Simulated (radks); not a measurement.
Values are calculated unless marked as measured or tabulated.
Initial-state core-level shifts of the platinum ion Pt3+ when its valence configuration changes from [Xe] 4f14 5d7. Level of theory: scalar-relativistic Kohn-Sham, r2SCAN, spin-polarised, spherical densities, finite nucleus; open shells are filled with parallel spins first (spin-orbit coupling, left out, can overturn this in heavy ions); meta-GGA in the generalised Kohn-Sham scheme; Fermi nuclear charge, rms radius 5.427 fm (a radial shooting solver on a logarithmic mesh with Libxc functionals). Shifts are changes of the shell-averaged eigenvalues in eV (positive: less bound); the change of the density at the nucleus, which sets a Mossbauer isomer shift, is in e/bohr^3, on a base of 2.116e+06.

valence	2p	3p	4s	4p	density at nucleus
4f14 5d6 6s1	-4.352	-4.277	-4.226	-4.227	+257.0
4f14 5d6 6p1	-5.885	-5.822	-5.776	-5.774	+20.0
4f13 5d8	-13.528	-15.453	-13.357	-12.804	+128.1
4f12 5d9	-27.507	-31.461	-26.952	-25.805	+262.4
4f13.5 5d7 6p0.5	-9.706	-10.627	-9.592	-9.319	+72.9
4f14 5d6.5 6s0.5	-2.173	-2.137	-2.112	-2.113	+125.2
4f12 5d8 6p1	-33.796	-37.685	-33.099	-31.946	+282.6
4f14 5d5 6p2	-11.761	-11.616	-11.513	-11.511	+43.1
4f12 5d7 6s1 6p1	-38.540	-42.332	-37.649	-36.491	+560.6
